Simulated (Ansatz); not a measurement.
Input file for Ansatz (an electronic-structure program): R-CAM-B3LYP/def2-TZVPPD on HF (SMILES F). The basis file is the Basis Set Exchange's JSON of that set.

Ansatz 0.2 input:
```yaml
crystal:
  periodic: [false, false, false]
  atoms:
    - {symbol: F, position_ang: [-0.00000000, 0.00000000, 0.46222970]}
    - {symbol: H, position_ang: [0.00000000, -0.00000000, -0.46222970]}
basis:
  gaussian:
    orbitals: def2-TZVPPD.json
hamiltonian:
  xc: {name: CAM-B3LYP}
scf: {lower_state_search: off}
```

It printed:

```
WARN ansatz: RAYON_NUM_THREADS=4 ignored (pool sized by the plan → 4); use --threads N
Functional definition: CAM-B3LYP
these checks for a lower state are left out or cut short: stability, starts, cluster_reference, orbital_swaps, neighbouring_geometries, increment
integrals: 0.00 GiB planned
256 factors; their error is unknown
integrals: 0.04 GiB planned
78 factors; integrals over basis functions are off by at most 5.2e-5 eV
mean field: 0.11 GiB planned
mean field evaluation 1: about -2732.4922 eV, gradient 3.2e1 eV
mean field evaluation 2: about -2731.5890 eV, gradient 4.3e1 eV
mean field evaluation 4: about -2733.9208 eV, gradient 2.1e-1 eV
mean field evaluation 8: about -2733.9279 eV, gradient 8.2e-3 eV
mean field -2733.92788699 eV, -100.4699967239 hartree, gradient 6.2e-6 eV, S^2 0.000000; 0 other end points of the search recorded, 0 dependent functions left out
reference -2733.92797256 eV, -100.4699998685 hartree; 5, 5 occupied and 52, 52 virtual orbitals, 256 factors
Total energy: -2733.92797256 eV, -100.4699998685 hartree
Checks for a lower state left out: stability, starts, cluster_reference, orbital_swaps, neighbouring_geometries, increment
```

The run converged.

Cost: around 0.5 core-seconds (rough).
